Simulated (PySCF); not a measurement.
## Simulated absorption spectrum

C₂H₅F₃OSi.
Geometry (GFN2-xTB, Å), atoms numbered from 1 in this order:
```
atom  x, y, z in Å
C1    -1.7880    0.7487    0.0725
C2    -0.7433   -0.3432   -0.0787
O3     0.5446    0.2339    0.0499
Si4    2.0239   -0.3115    0.0010
F5     2.9514    0.9384    0.2331
F6     2.4491   -0.9899   -1.3654
F7     2.3807   -1.3955    1.0990
H8    -1.6954    1.2210    1.0468
H9    -1.6498    1.5060   -0.6944
H10   -2.7820    0.3212   -0.0234
H11   -0.8215   -0.8212   -1.0601
H12   -0.8683   -1.1086    0.6935
```

The calculation used PySCF, TDDFT CAM-B3LYP/def2-SVPD, vertical, gas phase, core orbitals frozen in the response.

Each state is given a Gaussian of 0.3 eV full width at half maximum, with ε(max) = 2.175×10⁸ f / Δν̃ (Δν̃ the width in cm⁻¹). The cross-section is σ = 3.8235×10⁻²¹ ε cm², given in Mb (10⁻¹⁸ cm²). The width is an assumption, not a result. The curve ends short of the highest state used, and states not computed would add to its high-energy end.

```tsv
λ (nm)	σ (Mb)
128.1	23.49
128.6	17.96
129.1	12.94
129.6	8.85
130.2	5.40
130.7	3.64
131.2	2.68
131.7	2.26
132.2	2.11
132.8	2.05
133.3	1.96
133.8	1.79
134.3	1.58
134.9	1.33
135.4	1.21
135.9	1.22
136.4	1.38
136.9	1.68
137.5	2.16
138.0	2.57
138.5	2.91
139.0	3.10
139.5	3.12
140.1	2.89
140.6	2.54
141.1	2.11
141.6	1.65
142.1	1.22
142.7	0.78
143.2	0.51
143.7	0.32
144.2	0.19
144.7	0.11
145.3	0.05
145.8	0.03
146.3	0.01
146.8	0.01
147.4	0.01
147.9	0.00
148.4	0.00
148.9	0.00
149.4	0.00
150.0	0.00
150.5	0.00
151.0	0.00
151.5	0.00
152.0	0.00
152.6	0.00
153.1	0.00
153.6	0.00
154.1	0.00
154.6	0.00
155.2	0.00
155.7	0.00
156.2	0.00
156.7	0.00
```

Problem. Where are the band maxima, and which computed states make them?

Solution. 139 nm (8.90 eV), ε about 820, made up of S2 (100%) (ε in L mol⁻¹ cm⁻¹; maxima over ε = 5, shares over 10%). At its high-energy end, 9.68 eV, the curve is still rising (ε about 6200, from S4 and S5). The states used: S1 8.36 eV (f 0.0000); S2 8.90 eV (f 0.0091); S3 9.32 eV (f 0.0056); S4 9.73 eV (f 0.040); S5 9.83 eV (f 0.053); S6 9.91 eV (f 0.028); S7 10.27 eV (f 0.106); S8 10.28 eV (f 0.027).

Problem. Coming from long wavelengths, where does ε first pass 100 L mol⁻¹ cm⁻¹?

Solution. At about 143 nm (8.64 eV), 0.28 eV above S1.

Problem. What would ε be at 8.90 eV, the highest of these maxima, with half the width (0.15 eV)?

Solution. About 1640 L mol⁻¹ cm⁻¹ against 820, a factor of about 2.00; a lone state at its own centre would give exactly 2.

One conformer stands for the species.

Without π bonds the low states are Rydberg-like; a valence basis with one diffuse set may place them up to an eV too high.
